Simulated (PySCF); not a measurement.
**Correlation energy of Re⁵⁷⁺ (rhenium, charge +57)**

Starting occupation: [Ar]. All numbers are calculated (PySCF 2.14, X2C-1e with screened-nucleus spin-orbit coupling, Gaussian nucleus, in an even-tempered Gaussian basis (17 s from 5.9 bohr⁻², ratio 2.6; 14 p from 7.7 bohr⁻², ratio 2.6; 5 d from 7.9 bohr⁻², ratio 2.8; 3 f from 120 bohr⁻², ratio 2.8)). Frozen: [Ne]; 8 electrons correlated; the 60 highest virtual spinors left out.

MP2 pair energies summed by pair of shells (mhartree):

```tsv
pair	energy	share (%)
3p3/2-3p3/2	-199.47	43.4
3p1/2-3p3/2	-164.70	35.8
3p1/2-3p1/2	-41.37	9.0
3p3/2-3s1/2	-25.03	5.4
3s1/2-3s1/2	-15.21	3.3
3p1/2-3s1/2	-13.95	3.0
```

Total MP2 correlation energy: -459.74 mhartree.

The virtual space was cut to 50 spinors, which keep -443.20 of the -459.74 mhartree of MP2 correlation.

```csv
level,correlation energy (mhartree)
CCSD,-483.21
(T),-1.53
CCSD(T),-484.74
```

Diagnostics: T1 = 0.00016, largest double amplitude 0.034.

Is a single reference adequate?

Yes: T1 lies below 0.03 and no double amplitude reaches 0.07.

The coupled-cluster values are those of the cut space; adding the MP2 remainder, -16.54 mhartree, estimates the full space.

At this charge the one-electron X2C treatment keeps the bare 1/r₁₂, with no two-electron picture change or Breit term. The effect here is smaller than on the frozen 1s shell.
